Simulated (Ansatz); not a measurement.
Species: H$_{2}$O, net charge 1, doublet state. SMILES: [OH2+]
Geometry: optimised at B3LYP-D3(BJ)/def2-TZVP (Ansatz, a quantum-chemistry and plane-wave program).

Quantity: vertical electron affinity (to the singlet state of charge +0; a negative value means that the extra electron is unbound and the number depends on the basis; each state is the SCF solution reached for its spin), in eV. Correlated levels leave the core frozen unless marked. UHF or UKS for open shells. No spin-orbit coupling. No relativistic terms. CBS(X,Y): correlation extrapolated as X^-3; Hartree-Fock from the larger set.

```tsv
level	program	vertical electron affinity (eV)
wB97X/def2-TZVPD	Ansatz	…
SCS-MP2/aug-cc-pVQZ	Ansatz	12.61
CCSD(T)/CBS(aug-cc-pVTZ,aug-cc-pVQZ)	Ansatz	…
```

Task: Some entries are withheld; supply them.

Result: 
- wB97X/def2-TZVPD, vertical electron affinity (eV): 12.43
- CCSD(T)/CBS(aug-cc-pVTZ,aug-cc-pVQZ), vertical electron affinity (eV): 12.54
